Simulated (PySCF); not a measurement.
## How methods differ on the excitation energy of Cd²⁺

Cd²⁺ [Kr] 4d10 (1S) → Cd²⁺ [Kr] 4d9 5s1 (3D), as a difference of total energies. Computed with PySCF 2.14 in ANO-RCC-VTZP, with the spin-free X2C one-electron Hamiltonian (Gaussian nucleus). Correlated levels: valence and next inner shell: [Ar] 3d10 frozen. The calculations carry no spin-orbit coupling.

| method | excitation energy (cm⁻¹) |
| --- | --- |
| UHF | 78972 |
| MP2 (valence and next inner shell) | 82259 |
| SCS-MP2 (valence and next inner shell) | 82272 |
| CCSD (valence and next inner shell) | 80608 |
| CCSD(T) (valence and next inner shell) | 80626 |

A first-order spin-orbit estimate (lowest level to lowest level, LS coupling) adds -0.292 eV.

The basis was made for the ground configuration and has no added diffuse functions, so the excitation energy can come out too high.
